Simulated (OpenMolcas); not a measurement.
Pt2+ (d8) in a complex was computed by SS-CASPT2, IPEA 0.25 Eh, imaginary shift 0.1 Eh with the d shell active (OpenMolcas, ANO-RCC-VDZP on the metal). Its lowest spin-free states, and all those of the highest spin:

```csv
2S+1,Degeneracy,E (cm-1)
3,1,0
1,1,7970
1,1,8260
3,2,11270
3,1,12250
1,1,16490
3,2,16710
3,1,19350
1,2,20380
1,1,21070
1,2,23620
3,1,26680
3,2,27630
```

Problem. Is the site octahedral, tetrahedral or cube-like, axial, or of lower symmetry?

Solution. The states with 2S+1 = 3 have orbital degeneracies 1, 2, 1, 2, 1, 1, 2. There are pairs but no triples, so the site is axial: not cubic, but with a proper or improper axis of order three or more. The run had Pt2+ with 6 ligands (chloride, fluoride on the axis) in tetragonal octahedral coordination (D4h) at 2.56 Å, the axial distance 2.319 Å. A charge of +0.667 e stands 3.2 Å behind each ligand. Ligand basis ANO-RCC-VDZP.

Over all roots computed the reference weight is 0.68 to 0.69; a low but even weight reflects the number of correlated electrons. Real 4d8 and 5d8 ions are as a rule square planar and diamagnetic. This shell can be high or low spin here, a state of another spin lies low, and with metal d orbitals alone active their balance is uncertain, so the ground spin may be wrong. The least metal-like active orbital is 84 % on the metal (Löwdin) and no ligand orbital is active, so the numbers are rough. Ligand-to-metal charge-transfer states are missing. With no ligand orbital active B as a rule stays too high, so bands that hang on it stand too high and its fall with covalency is understated. With one d shell and no ligand orbital active, 10Dq can be off by a tenth or more. No measured value stands beside these numbers; the geometry is a model, was not optimised and need not be the one that this ion takes.
